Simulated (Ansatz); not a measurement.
`BN[SiH2]Cl` at its PBE0-D4/def2-TZVP geometry, where that method's forces vanish. Total charge 0; spin multiplicity 1.

```xyz
9

B     0.3846    0.3690    1.4888
N    -0.2169   -0.4075    0.4875
Si   -0.2852   -0.0077   -1.1939
Cl    0.9998   -1.1831   -2.2854
H     0.8936    1.4083    1.1829
H     0.3732   -0.0147    2.6219
H    -0.6301   -1.2864    0.7691
H    -1.6399   -0.2798   -1.7235
H     0.1209    1.4017   -1.3473
```

Question: What forces (eV/Å) does ωB97M-V/def2-TZVPP give on these atoms in the Gaussian-basis code of Ansatz? (An estimate is asked.)

Answer: Computed: 
```
B1   0.089  0.109  0.176
N2  -0.051 -0.084 -0.037
Si3 -0.148  0.180 -0.103
Cl4  0.030 -0.028 -0.019
H5  -0.061 -0.123  0.030
H6   0.003  0.046 -0.141
H7   0.022  0.040  0.004
H8   0.167  0.034  0.067
H9  -0.051 -0.175  0.022
```
